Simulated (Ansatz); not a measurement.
Reaction (formal exchange of groups at a B–C bond): `BBC` + `N=C=CC(=N)O` → `BBC(=N)O` + `CC=C=N`

Isolated molecules relaxed with PBE0-D4/def2-TZVP in Ansatz; ΔE leaves out vibrations. CCSD(T)/CBS adds triple-zeta CCSD(T) − MP2 to the extrapolated MP2 energy (def2 sets, frozen cores). DFT in def2-TZVPP. One conformer a species, not always the lowest.

```tsv
level	ΔE (kJ/mol)
PBE	38.9
CCSD(T)/def2-SVP	36.9
CCSD/def2-TZVPP	35.0
MP2/def2-QZVPP	41.2
```

(1) What does CCSD(T)/CBS give? (An estimate is asked.)

(2) What do rigid-rotor, harmonic-oscillator terms from PBE0-D4/def2-TZVP frequencies (298.15 K, 1 bar) make of the CCSD(T)/CBS value? (An estimate is asked.)

Largest T1 diagnostic among the species: 0.015.

## Answers

(1) Computed: +36.1 kJ/mol. The listed levels differ from it by 2.8, 0.8, -1.1, 5.1 kJ/mol.

(2) The calculation gave: ΔZPE = +1.9 kJ/mol, ΔH = +38.1 kJ/mol, ΔS = 7 J/(mol·K), ΔG = +35.9 kJ/mol. Modes under 50 cm⁻¹ make the entropy rough.

From BLYP to BHLYP (50 % exact exchange), in def2-TZVPP and without D4, ΔE moves by +3.2 kJ/mol. Leaving LDA and LC-ωPBE aside and taking each functional with its dispersion term where it has one, the values, not all of them listed here, spread over 12.5 kJ/mol, from BLYP-D4 to B97M-V. LDA lies +7.2 kJ/mol from PBE without D4.
